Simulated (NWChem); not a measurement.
System: C₂H₇S cation; SMILES C[SH+]C

Here is an NWChem input.

```
start job
memory heap 200 mb stack 900 mb global 1100 mb
charge 1
geometry units angstroms noautosym nocenter noautoz
  C      0.543374     0.003381     1.436876
  S     -0.572183     0.045408     0.000000
  C      0.543374     0.003381    -1.436876
  H      1.282623    -0.813176     1.342752
  H     -0.096333    -0.126314     2.331196
  H      1.035242     0.994248     1.476077
  H     -0.977282    -1.265054     0.000000
  H      1.282623    -0.813176    -1.342752
  H     -0.096333    -0.126314    -2.331196
  H      1.035242     0.994248    -1.476077
end
basis spherical
  * library 6-31+g*
end
dft
  xc pbe0
  iterations 150
end
property
  response 1 0.1139
end
task dft property
```

Output (shortened):

```
             Northwest Computational Chemistry Package (NWChem) 7.3.0
             --------------------------------------------------------

                             Geometry "geometry" -> ""
                             -------------------------

 Output coordinates in angstroms (scale by  1.889725989 to convert to a.u.)

  No.       Tag          Charge          X              Y              Z
 ---- ---------------- ---------- -------------- -------------- --------------
    1 C                    6.0000     0.54337400     0.00338100     1.43687600
    2 S                   16.0000    -0.57218300     0.04540800     0.00000000
    3 C                    6.0000     0.54337400     0.00338100    -1.43687600
    4 H                    1.0000     1.28262300    -0.81317600     1.34275200
    5 H                    1.0000    -0.09633300    -0.12631400     2.33119600
    6 H                    1.0000     1.03524200     0.99424800     1.47607700
    7 H                    1.0000    -0.97728200    -1.26505400     0.00000000
    8 H                    1.0000     1.28262300    -0.81317600    -1.34275200
    9 H                    1.0000    -0.09633300    -0.12631400    -2.33119600
   10 H                    1.0000     1.03524200     0.99424800    -1.47607700

 Effective nuclear repulsion energy (a.u.)     119.5802488565

                              NWChem Property Module
                              ----------------------

                                 NWChem DFT Module
                                 -----------------

 Summary of "ao basis" -> "ao basis" (spherical)
 ------------------------------------------------------------------------------
       Tag                 Description            Shells   Functions and Types
 ---------------- ------------------------------  ------  ---------------------
 C                          6-31+g*                  8       18   4s3p1d
 S                          6-31+g*                 10       22   5s4p1d
 H                          6-31+g*                  2        2   2s

            General Information
            -------------------
          SCF calculation type: DFT
          Wavefunction type:  closed shell.
          No. of atoms     :    10
          No. of electrons :    34
           Alpha electrons :    17
            Beta electrons :    17
          Charge           :     1
          Spin multiplicity:     1
          Use of symmetry is: off; symmetry adaption is: off
          Maximum number of iterations: 150
          AO basis - number of functions:    72
                     number of shells:    40
          Convergence on energy requested:  1.00D-06
          Convergence on density requested:  1.00D-05
          Convergence on gradient requested:  5.00D-04

              XC Information
              --------------
                         PBE0 Method XC Functional
                     Hartree-Fock (Exact) Exchange  0.250
          PerdewBurkeErnzerhof Exchange Functional  0.750
            Perdew 1991 LDA Correlation Functional  1.000 local
           PerdewBurkeErnz. Correlation Functional  1.000 non-local

             Grid Information
             ----------------
          Grid used for XC integration:  medium
          Radial quadrature: Mura-Knowles
          Angular quadrature: Lebedev.
          Tag              B.-S. Rad. Rad. Pts. Rad. Cut. Ang. Pts.
          ---              ---------- --------- --------- ---------
          C                   0.70       49          12.0       434
          S                   1.00       88          11.0       590
          H                   0.35       45          12.0       434
          Grid pruning is: on
          Number of quadrature shells:   501
          Spatial weights used:  Erf1

      Superposition of Atomic Density Guess
      -------------------------------------

 Sum of atomic energies:        -476.27086164

 Renormalizing density from      35.00 to     34

      Non-variational initial energy
      ------------------------------

 Total energy =    -469.058549
 1-e energy   =    -865.339780
 2-e energy   =     276.700982
 HOMO         =      -0.689880
 LUMO         =      -0.264135

   convergence    iter        energy       DeltaE   RMS-Dens  Diis-err
 ---------------- ----- ----------------- --------- --------- ---------
 d= 0,ls=0.0,diis     1   -478.0012229492 -5.98D+02  1.59D-02  7.20D-01
 d= 0,ls=0.0,diis     2   -478.0332731757 -3.21D-02  7.98D-03  2.42D-01
 d= 0,ls=0.0,diis     3   -478.0671750722 -3.39D-02  1.66D-03  1.71D-02
 d= 0,ls=0.0,diis     4   -478.0697757777 -2.60D-03  2.46D-04  1.32D-04
 d= 0,ls=0.0,diis     5   -478.0697921422 -1.64D-05  7.40D-05  2.40D-05
  Resetting Diis
 d= 0,ls=0.0,diis     6   -478.0697953911 -3.25D-06  1.42D-05  1.30D-06
 d= 0,ls=0.0,diis     7   -478.0697955633 -1.72D-07  3.14D-06  2.07D-08

         Total DFT energy =     -478.069795563346
      One electron energy =     -885.090373988447
           Coulomb energy =      326.034077529001
    Exchange-Corr. energy =      -38.593747960424
 Nuclear repulsion energy =      119.580248856524

 Numeric. integr. density =       34.000003629002

                       DFT Final Molecular Orbital Analysis
                       ------------------------------------

[...]

 DFT Linear Response polarizability / au
 Frequency  =       0.1139000 / au
 Wavelength =     400.0294381 / nm
              X              Y              Z
 -----------------------------------------------
 X      37.4004229      2.2418708     -0.0000000
 Y       2.2418765     34.3682049     -0.0000000
 Z      -0.0000000     -0.0000000     47.8619848
 -----------------------------------------------
 Eigenvalues =      38.5907084     33.1779194     47.8619848
 Isotropic   =      39.8768709
 Anisotropic =      12.8622827
 -----------------------------------------------

 Magnetic Dipole Response Matrix (nonzero elements):

 Exiting AOResponse driver routine
```

Level: PBE0/6-31+G* (spherical d). The geometry was optimised at PBE-D3(BJ)/def2-SVP.
